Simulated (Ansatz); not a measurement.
Reaction (substitution at a C–Si bond): `O=C[SiH2][SiH2][AlH2]` + `C=N` → `C=NC=O` + `[AlH2][SiH2][SiH3]`

Gas-phase electronic energies from Ansatz, PBE0-D4/def2-TZVP geometries. CCSD(T)/CBS is the MP2 limit (def2-TZVPP, def2-QZVPP) plus CCSD(T) − MP2 in def2-TZVPP, frozen cores. This one scheme is used for every species. Each species was taken in one conformer, which may not be the lowest.

`O=C[SiH2][SiH2][AlH2]`:

Cartesian coordinates in Å:
```
O -0.399 -0.250 -3.486
C -0.839 0.329 -2.528
Si 0.210 0.716 -0.958
Si -0.350 -0.820 0.723
Al 0.940 -0.295 2.735
H -1.914 0.636 -2.513
H 1.650 0.650 -1.313
H -0.138 2.092 -0.500
H -1.823 -0.689 0.931
H -0.078 -2.180 0.176
H 2.358 -0.966 2.969
H 0.384 0.777 3.764
```

`C=N`:

Z-matrix (Å, degrees):
```
C
N 1 1.261
H 1 1.096 2 124.9
H 1 1.092 2 118.8 3 -180.0
H 2 1.021 1 111.0 3 -0.0
```

`C=NC=O`:

Cartesian coordinates in Å:
```
C 0.552 -0.726 0.702
N 0.015 -0.552 -0.423
C -0.561 0.663 -0.774
O 0.045 1.686 -0.934
H 0.556 0.038 1.485
H 1.035 -1.678 0.920
H -1.643 0.568 -0.976
```

`[AlH2][SiH2][SiH3]`:

Z-matrix (Å, degrees):
```
Si
Si 1 2.343
Al 1 2.447 2 109.6
H 1 1.492 2 107.4 3 -122.1
H 1 1.492 2 107.5 3 122.2
H 2 1.489 1 109.9 3 59.6
H 2 1.488 1 112.0 3 -179.7
H 2 1.489 1 109.9 3 -59.0
H 3 1.588 1 120.3 2 88.9
H 3 1.588 1 120.3 2 -88.4
```

```json
{"species": "`O=C[SiH2][SiH2][AlH2]`", "CCSD(T)/CBS(def2) energy (Eh)": "-937.55233"}
{"species": "`C=N`", "CCSD(T)/CBS(def2) energy (Eh)": "-94.52360"}
{"species": "`C=NC=O`", "CCSD(T)/CBS(def2) energy (Eh)": "-207.73730"}
{"species": "`[AlH2][SiH2][SiH3]`", "CCSD(T)/CBS(def2) energy (Eh)": "-824.34741"}
```

(1) Work out ΔE.

Largest T1 diagnostic among the species: 0.016.

## Answers

(1) ΔE = (-207.73730) + (-824.34741) − (-937.55233) − (-94.52360) = -0.00878 Eh = -23.1 kJ/mol.

In def2-TZVPP, CCSD(T) changes the Hartree–Fock value by +10.7 kJ/mol (the triples alone add +0.3 kJ/mol) and MP2 by +7.3 kJ/mol.
